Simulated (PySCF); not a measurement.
Computed with core-valence-separated Tamm–Dancoff BHandHLYP/aug-pcX-1 (pcseg-1 on H, def2-SVPD on As) in PySCF, non-relativistic, gas phase, PBE0-D3(BJ)/def2-SVP geometry. No shift to experiment was applied.

Main lines of an unknown, eV (oscillator strength): C K: 285.4 (0.009), 285.4 (0.051), 285.5 (0.009), 285.6 (0.015), 286.0 (0.017); B K: 188.3 (0.051), 189.8 (0.014), 189.9 (0.014), 190.1 (0.005). Listed: the first five lines at most of each edge with a tenth or more of its strongest line's intensity; roots within 0.03 eV on the same or equivalent atoms are summed. Only the lowest roots were sought, and the top ones are left out.

Task: Which candidate gives them?
A. `[BH3-][AsH2+]C(C)(C)C`
B. `[BH3-][AsH2+][C@H](C)CC`

Result: B. 

- `[BH3-][AsH2+][C@H](C)CC`: C K: 285.4 (0.009), 285.4 (0.051), 285.5 (0.009), 285.6 (0.015), 286.0 (0.017); B K: 188.3 (0.051), 189.8 (0.014), 189.9 (0.014), 190.1 (0.005). First C line listed at 285.4 eV, hole on the methyl carbon; first B line listed at 188.3 eV, hole on the four-coordinate boron.
- `[BH3-][AsH2+]C(C)(C)C`: C K: 285.5 (0.065), 285.6 (0.023), 286.2 (0.082), 286.3 (0.033), 286.6 (0.054); B K: 188.3 (0.047), 189.0 (0.006), 189.8 (0.011), 189.9 (0.013), 190.2 (0.017). First C line listed at 285.5 eV, hole on the sp3 carbon without hydrogen and methyl carbon; first B line listed at 188.3 eV, hole on the four-coordinate boron.

One conformer each; other structures than these candidates weren't tested.

Conformer computed: `[BH3-:1][AsH2+:2][C@H:3]([CH3:4])[CH2:5][CH3:6]`: B1–As2–C3–C4 57°, As2–C3–C5–C6 69°.
